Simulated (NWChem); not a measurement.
System: SiH4SeO; SMILES O[Se][SiH3]

Here is an NWChem input.

```
start job
memory heap 200 mb stack 900 mb global 1100 mb
geometry units angstroms noautosym nocenter noautoz
  Se     0.502620     0.621974    -0.261213
  O     -1.204635     1.272813    -0.381161
  H     -1.440879     1.549449     0.514496
  Si    -0.148081    -1.557044    -0.006113
  H      1.116806    -2.345857     0.094426
  H     -0.952324    -2.003792    -1.178826
  H     -0.957583    -1.724745     1.237155
end
basis spherical
  * library sto-3g
end
dft
  xc b3lyp
  iterations 150
end
property
  response 1 0.0773
end
task dft property
```

NWChem printed, in part:

```
             Northwest Computational Chemistry Package (NWChem) 7.3.0
             --------------------------------------------------------

                             Geometry "geometry" -> ""
                             -------------------------

 Output coordinates in angstroms (scale by  1.889725989 to convert to a.u.)

  No.       Tag          Charge          X              Y              Z
 ---- ---------------- ---------- -------------- -------------- --------------
    1 Se                  34.0000     0.50262000     0.62197400    -0.26121300
    2 O                    8.0000    -1.20463500     1.27281300    -0.38116100
    3 H                    1.0000    -1.44087900     1.54944900     0.51449600
    4 Si                  14.0000    -0.14808100    -1.55704400    -0.00611300
    5 H                    1.0000     1.11680600    -2.34585700     0.09442600
    6 H                    1.0000    -0.95232400    -2.00379200    -1.17882600
    7 H                    1.0000    -0.95758300    -1.72474500     1.23715500

 Effective nuclear repulsion energy (a.u.)     259.3333323991

                              NWChem Property Module
                              ----------------------

                                 NWChem DFT Module
                                 -----------------

 Summary of "ao basis" -> "ao basis" (spherical)
 ------------------------------------------------------------------------------
       Tag                 Description            Shells   Functions and Types
 ---------------- ------------------------------  ------  ---------------------
 Se                          sto-3g                  8       18   4s3p1d
 O                           sto-3g                  3        5   2s1p
 H                           sto-3g                  1        1   1s
 Si                          sto-3g                  5        9   3s2p

            General Information
            -------------------
          SCF calculation type: DFT
          Wavefunction type:  closed shell.
          No. of atoms     :     7
          No. of electrons :    60
           Alpha electrons :    30
            Beta electrons :    30
          Charge           :     0
          Spin multiplicity:     1
          Use of symmetry is: off; symmetry adaption is: off
          Maximum number of iterations: 150
          AO basis - number of functions:    36
                     number of shells:    20
          Convergence on energy requested:  1.00D-06
          Convergence on density requested:  1.00D-05
          Convergence on gradient requested:  5.00D-04

              XC Information
              --------------
                         B3LYP Method XC Potential
                     Hartree-Fock (Exact) Exchange  0.200
                        Slater Exchange Functional  0.800 local
                    Becke 1988 Exchange Functional  0.720 non-local
              Lee-Yang-Parr Correlation Functional  0.810
                  VWN I RPA Correlation Functional  0.190 local

             Grid Information
             ----------------
          Grid used for XC integration:  medium
          Radial quadrature: Mura-Knowles
          Angular quadrature: Lebedev.
          Tag              B.-S. Rad. Rad. Pts. Rad. Cut. Ang. Pts.
          ---              ---------- --------- --------- ---------
          Se                  1.15      112           8.0       590
          O                   0.60       49          11.0       434
          H                   0.35       45          11.0       434
          Si                  1.10       88           9.0       590
          Grid pruning is: on
          Number of quadrature shells:   429
          Spatial weights used:  Erf1

      Superposition of Atomic Density Guess
      -------------------------------------

 Sum of atomic energies:       -2734.60599478

      Non-variational initial energy
      ------------------------------

 Total energy =   -2734.308117
 1-e energy   =   -4349.635431
 2-e energy   =    1355.993981
 HOMO         =      -0.124418
 LUMO         =       0.179560

   convergence    iter        energy       DeltaE   RMS-Dens  Diis-err
 ---------------- ----- ----------------- --------- --------- ---------
 d= 0,ls=0.0,diis     1  -2737.4909421877 -3.00D+03  4.03D-02  3.23D-01
 d= 0,ls=0.0,diis     2  -2737.4942991125 -3.36D-03  2.33D-02  2.93D-01
 d= 0,ls=0.0,diis     3  -2737.5493306401 -5.50D-02  5.40D-03  1.60D-02
 d= 0,ls=0.0,diis     4  -2737.5521805405 -2.85D-03  1.68D-03  1.99D-03
 d= 0,ls=0.0,diis     5  -2737.5526149656 -4.34D-04  1.20D-04  4.91D-06
  Resetting Diis
 d= 0,ls=0.0,diis     6  -2737.5526161459 -1.18D-06  2.60D-05  2.38D-07
 d= 0,ls=0.0,diis     7  -2737.5526162155 -6.96D-08  3.77D-06  2.28D-09

         Total DFT energy =    -2737.552616215472
      One electron energy =    -4346.222089398711
           Coulomb energy =     1468.297579187482
    Exchange-Corr. energy =     -118.961438403369
 Nuclear repulsion energy =      259.333332399125

 Numeric. integr. density =       59.999992016650

                       DFT Final Molecular Orbital Analysis
                       ------------------------------------

 Vector   28  Occ=2.000000D+00  E=-2.406127D-01
              MO Center= -2.8D-01,  8.4D-01, -3.7D-01, r^2= 2.6D+00
   Bfn.  Coefficient  Atom+Function         Bfn.  Coefficient  Atom+Function
  ----- ------------  ---------------      ----- ------------  ---------------
    11      0.530652  1 Se px                23     -0.388879  2 O  pz
    22      0.372613  2 O  py                21     -0.323667  2 O  px
    10      0.284771  1 Se s                 20      0.269677  2 O  s
    13     -0.250650  1 Se pz                36      0.175908  7 H  s
     7     -0.166406  1 Se px                34     -0.118480  5 H  s

 Vector   29  Occ=2.000000D+00  E=-1.497855D-01
              MO Center= -7.6D-01,  8.9D-01, -3.0D-01, r^2= 2.0D+00
   Bfn.  Coefficient  Atom+Function         Bfn.  Coefficient  Atom+Function
  ----- ------------  ---------------      ----- ------------  ---------------
    22      0.775500  2 O  py                21      0.377735  2 O  px
    32      0.268605  4 Si py                11     -0.234196  1 Se px
    12     -0.230104  1 Se py                10     -0.210731  1 Se s
    30      0.154381  4 Si s                 13     -0.146742  1 Se pz
    28     -0.101273  4 Si py                34     -0.101134  5 H  s

 Vector   30  Occ=2.000000D+00  E=-1.313525D-01
              MO Center=  2.1D-01,  6.4D-01, -3.0D-01, r^2= 2.0D+00
   Bfn.  Coefficient  Atom+Function         Bfn.  Coefficient  Atom+Function
  ----- ------------  ---------------      ----- ------------  ---------------
    13      0.940086  1 Se pz                23     -0.283753  2 O  pz
     9     -0.275719  1 Se pz                20      0.207668  2 O  s
    24     -0.177552  3 H  s                 22      0.173413  2 O  py
    36     -0.144294  7 H  s                 35      0.134044  6 H  s
     5      0.090065  1 Se pz                32      0.051010  4 Si py

 Vector   31  Occ=0.000000D+00  E= 1.222584D-01
              MO Center= -1.6D-01,  6.7D-01, -2.4D-01, r^2= 2.3D+00
   Bfn.  Coefficient  Atom+Function         Bfn.  Coefficient  Atom+Function
  ----- ------------  ---------------      ----- ------------  ---------------
    11      0.638818  1 Se px                21      0.629246  2 O  px
    12     -0.622655  1 Se py                20      0.409013  2 O  s
    32     -0.301345  4 Si py                30     -0.240895  4 Si s
    23      0.218950  2 O  pz                24     -0.191633  3 H  s
     7     -0.172179  1 Se px                 8      0.163648  1 Se py

 Vector   32  Occ=0.000000D+00  E= 1.817151D-01
              MO Center= -5.2D-03, -3.9D-01, -1.3D-01, r^2= 2.4D+00
   Bfn.  Coefficient  Atom+Function         Bfn.  Coefficient  Atom+Function
  ----- ------------  ---------------      ----- ------------  ---------------
    30      0.750212  4 Si s                 32      0.698808  4 Si py
    12      0.642201  1 Se py                11      0.548978  1 Se px
    10     -0.482560  1 Se s                 34     -0.247320  5 H  s
    21      0.243058  2 O  px                20      0.230348  2 O  s
    28     -0.217371  4 Si py                36     -0.207864  7 H  s

 Vector   33  Occ=0.000000D+00  E= 2.908762D-01
              MO Center= -1.7D-01, -2.1D+00,  7.4D-02, r^2= 1.9D+00
   Bfn.  Coefficient  Atom+Function         Bfn.  Coefficient  Atom+Function
  ----- ------------  ---------------      ----- ------------  ---------------
    30      0.940978  4 Si s                 32     -0.758400  4 Si py
    34     -0.714398  5 H  s                 36     -0.619427  7 H  s
    35     -0.601491  6 H  s                 28      0.223084  4 Si py
    26     -0.174829  4 Si s                 33      0.106614  4 Si pz
    12     -0.085218  1 Se py                31     -0.083364  4 Si px

     Multipole analysis of the density
     ---------------------------------

     L   x y z        total         alpha         beta         nuclear
     -   - - -        -----         -----         ----         -------
     0   0 0 0     -0.000000    -30.000000    -30.000000     60.000000

     1   1 0 0     -0.222375     -3.082674     -3.082674      5.942973
     1   0 1 0     -0.403966     -4.932023     -4.932023      9.460080
     1   0 0 1      0.551335     10.998786     10.998786    -21.446238

     2   2 0 0    -26.655633    -59.131614    -59.131614     91.607596
     2   1 1 0     -0.790617     -0.927636     -0.927636      1.064654
     2   1 0 1     -1.187668      2.041367      2.041367     -5.270402
     2   0 2 0    -25.451456   -146.548772   -146.548772    267.646089
     2   0 1 1      1.540026     15.889541     15.889541    -30.239056
     2   0 0 2    -26.918750    -25.380471    -25.380471     23.842191

 *** CALLING NEW AORESP DRIVER FOR CLOSED AND OPEN SHELLS ***
 Entering AOResponse driver routine

--------------------------------------------------------------------------------

          -----------------------------------------------
          Solving response equations for perturbing field
          -----------------------------------------------

 number of frequencies:     1
 frequency in a.u.:  0.7730000E-01
 Perturbing field: electric
 Using El. Dipole Length Gauge

 Setting up CPKS with frequency omega =      0.07730000 a.u.

                            NWChem Dynamic CPHF Module
                            --------------------------

    scftype = RHF
    nclosed =   30
      nopen =    0
  variables =      360
  num. vecs =        3
  tolerance =   1.0D-04
  max. iter =   50

 SCF residual:    3.3335559288520551E-005

Iterative solution of linear equations
  No. of variables      360
  No. of equations        3
  Maximum subspace       30
       Convergence  1.0D-04

   iter   nsub   residual    time
   ----  ------  --------  ---------
     1      3    4.20D+00       2.8
     2      6    1.04D+00       4.0
     3      9    7.85D-02       5.1
     4     12    7.94D-03       6.2
     5     15    1.01D-03       7.4
     6     18    1.98D-04       8.5
     7     21    1.04D-05       9.6

 Electric Dipole Response Matrix (nonzero elements):

              1        2        3
    1   25.3466  -2.9886  -1.5598
    2   -2.9886  35.2146  -0.7264
    3   -1.5598  -0.7264  15.1126

 ------------------------------------------
 average:        25.22461 + I       0.00000

 DFT Linear Response polarizability / au
 Frequency  =       0.0773000 / au
 Wavelength =     589.4353558 / nm
              X              Y              Z
 -----------------------------------------------
 X      25.3466206     -2.9886066     -1.5598013
 Y      -2.9886166     35.2146183     -0.7264007
 Z      -1.5598018     -0.7263955     15.1125956
 -----------------------------------------------
 Eigenvalues =      24.8090985     36.0529571     14.8117789
 Isotropic   =      25.2246115
 Anisotropic =      18.4059557
 -----------------------------------------------

 Magnetic Dipole Response Matrix (nonzero elements):
```

Level: B3LYP/STO-3G. STO-3G and 3-21G are far too small for this property and stand as cheap habits. All runs use the structure optimised with PBE0/def2-SVP.
